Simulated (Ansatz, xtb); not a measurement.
Relaxing a trial structure of BrGaH4Si

The starting geometry of this gas-phase singlet has its atoms placed at random.

```xyz
7

Br    1.6209   -0.6989    0.5638
Ga    0.7553    1.2615   -1.1551
Si   -0.3413   -0.4248    0.8159
H    -1.5583   -0.2200   -0.6727
H    -0.4323   -2.1465   -0.0421
H     0.2806    0.9823    1.4057
H    -1.0677   -0.6939    1.8806
```

Task: One run relaxed it with r2SCAN-D4/def2-SVP. What is a likely outcome?

Result: It falls apart into BrGa + H4Si. Distances that change by over a tenth: Br1–Ga2 (2.75 → 2.38 Å), Ga2–Si3 (2.82 → 3.88 Å), Si3–H7 (1.32 → 1.49 Å). Contacts that open: Br1–Si3 (2.00 → 3.78 Å). Contacts that close: Si3–H4 (1.93 → 1.49 Å), Si3–H5 (1.93 → 1.49 Å).

The energy falls by 5.61 eV over 26 steps:

```
step  E − E(last) (eV)
   1             5.609
   4             1.483
   7             1.269
   9             1.206
  12             0.480
  15             0.019
  18             0.004
  20             0.001
  23             0.000
  26             0.000
```

Final geometry (Å):

```xyz
7

Br    2.0844   -0.4175   -1.3681
Ga    1.9687    1.6533   -0.1946
Si   -0.9618   -0.6508    0.8656
H    -1.4215   -0.7951   -0.5431
H    -0.0341   -1.7531    1.2404
H    -0.2422    0.6595    1.0090
H    -2.1366   -0.6365    1.7868
```

From the same start GFN2-xTB reaches the same bonding as this run.

From so rough a start the end depends on the optimiser's path, so another program may land elsewhere. No frequencies were run, so the end isn't proven a minimum. Run with Ansatz 0.2.0, 42 s on 2 threads of Intel(R) Xeon(R) 6975P-C (Granite Rapids), with other jobs on the host.
